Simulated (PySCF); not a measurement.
## UHF on C (carbon, neutral)

Configuration: [He] 2s2 2p2, high-spin 3P determinant. All numbers are calculated (PySCF 2.14, the non-relativistic Hamiltonian (point nucleus), in cc-pVTZ).

| Item | Value |
| --- | --- |
| Total energy | -37.691569 hartree |
| One-electron energy | -50.4524 hartree |
| Hartree (Coulomb) energy | 17.8381 hartree |
| Exchange energy | -5.0773 hartree |
| Kinetic energy | 37.69455 hartree |
| ⟨S²⟩ | 2.0090 |
| ⟨L²⟩ | 2.017 |
| Sum of ⟨r⟩ | 7.127 bohr |
| Sum of ⟨r²⟩ | 13.67 bohr² |
| Traceless quadrupole moment −½Σ⟨3z² − r²⟩ along its main axis | 1.47 e·bohr² |
| Density at the nucleus (Gaussians lack the cusp) | 123 bohr⁻³ |
| Spin density at the nucleus | -0.0224 bohr⁻³ |
| Langevin diamagnetic susceptibility | -10.8 ×10⁻⁶ cm³/mol |
| Time after the integrals | 0.07 s of wall time on 1 thread of Neoverse-V2 (shared host) |

```csv
shell,electrons,mean orbital energy (eV),"rms radius, mean of both spins (bohr)"
1s α,1,-308.69,0.312
1s β,1,-307.47,0.312
2s α,1,-22.534,1.75
2s β,1,-15.876,1.75
2p α,2,-11.911,1.91
```
